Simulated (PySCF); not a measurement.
# Manganese: a sound run and one with changed settings

Sound run: Mn(2+) [Ar] 3d5, Mn(3+) [Ar] 3d4. All numbers are calculated (PySCF 2.14, the non-relativistic Hamiltonian (point nucleus), in def2-SVP). In the sound run the correlated levels freeze [Ar]. The sound run starts from symmetry-adapted Hartree-Fock orbitals and uses a fine grid where one is needed.

Changed run: scalar relativity by spin-free X2C-1e. This setting is unsound on purpose.

```json
{"species": "Mn(2+)", "method": "UHF", "sound run (hartree)": "-1148.94224", "changed run (hartree)": "-1155.19511", "converged": "yes"}
{"species": "Mn(2+)", "method": "PBE0", "sound run (hartree)": "-1149.77646", "changed run (hartree)": "-1156.02872", "converged": "yes"}
{"species": "Mn(2+)", "method": "M06-L", "sound run (hartree)": "-1149.94741", "changed run (hartree)": "-1156.20039", "converged": "yes"}
{"species": "Mn(2+)", "method": "MP2", "sound run (hartree)": "-1148.98330", "changed run (hartree)": "-1155.23617", "converged": "yes"}
{"species": "Mn(3+)", "method": "UHF", "sound run (hartree)": "-1147.72974", "changed run (hartree)": "-1153.98373", "converged": "yes"}
{"species": "Mn(3+)", "method": "PBE0", "sound run (hartree)": "-1148.50712", "changed run (hartree)": "-1154.76060", "converged": "yes"}
{"species": "Mn(3+)", "method": "M06-L", "sound run (hartree)": "-1148.69565", "changed run (hartree)": "-1154.95001", "converged": "yes"}
{"species": "Mn(3+)", "method": "MP2", "sound run (hartree)": "-1147.74856", "changed run (hartree)": "-1154.00252", "converged": "yes"}
```

Ionisation energy of Mn(2+):

| method | sound run (eV) | changed run (eV) |
| --- | --- | --- |
| UHF | 32.994 | 32.963 |
| PBE0 | 34.540 | 34.507 |
| M06-L | 34.062 | 34.025 |
| MP2 | 33.599 | 33.569 |
| SCS-MP2 | 33.196 | 33.165 |

Most of the change in total energy is the relativistic energy itself. On top of that the contraction fixes the core shape for the Hamiltonian it was made with, so the changed run is not a good calculation with the other Hamiltonian either.

For comparison, NIST gives 33.668 ± 0.012 eV between the lowest levels.
